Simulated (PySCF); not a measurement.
**Working out the ionisation energy of Nb**

Nb [Kr] 4d4 5s1 (6D) → Nb⁺ [Kr] 4d4 (5D). Calculation: PySCF 2.14, in x2c-TZVPall (8s6p6d1f, 63 functions); scalar relativity by spin-free X2C-1e. Frozen: [Kr]. Energies in hartree (1 hartree = 27.21139 eV):

```csv
part,Nb (lower),Nb⁺ (upper)
UHF,-3817.234624,-3817.014350
MP2 opposite-spin,0.000000,0.000000
MP2 same-spin,-0.040581,-0.027738
```

Q: What does Hartree-Fock give?

A: (-3817.014350) − (-3817.234624) = 0.220274 hartree = 5.994 eV.

Q: What do MP2 and SCS-MP2 (6/5 opposite-spin, 1/3 same-spin) give?

A: The opposite-spin parts differ by 0.000 eV and the same-spin parts by 0.349 eV. MP2: 5.994 + (0.000) + (0.349) = 6.343 eV. SCS-MP2: 5.994 + 1.2 × (0.000) + (0.349)/3 = 6.110 eV.

Measured between the centres of the two terms (NIST): 6.776 eV, so MP2 (valence) is off by -0.433 eV.

What remains against the reference includes basis incompleteness, the frozen core and correlation beyond second order.
